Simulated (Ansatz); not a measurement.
Cartesian coordinates (Å):
```xyz
13

In     0.0621    -0.1000    -0.1609
Cl    -2.1434    -0.9464    -0.2903
Cl     1.7166    -1.5054     0.7608
Cl     0.6472     1.6470    -1.6335
C     -0.6198     0.4252     2.8943
O     -0.3643     1.1621     1.6935
C     -1.2293     2.2851     1.4918
H     -1.6290    -0.0176     2.8657
H      0.1371    -0.3676     2.9472
H     -0.5215     1.0956     3.7625
H     -0.8970     2.7802     0.5705
H     -1.1354     2.9764     2.3439
H     -2.2744     1.9506     1.3848
```
Charge 0, multiplicity 1.

Calculation: Ansatz (a first-principles code) with frozen-core CCSD(T)/def2-TZVPP // B3LYP-D3(BJ)/def2-SVP.

The HF energy comes out as -1722.08141 Ha and the MP2 correlation energy comes out as -1.43607 Ha.

Question: Estimate the CCSD correlation energy, the (T) correction, the total energy and the T1 diagnostic.

Answer: 
```
Item                             Result
-----------------------  --------------
CCSD correlation energy     -1.50226 Ha
(T) correction              -0.05854 Ha
CCSD(T) total energy     -1723.64221 Ha
T1 diagnostic                     0.012
```
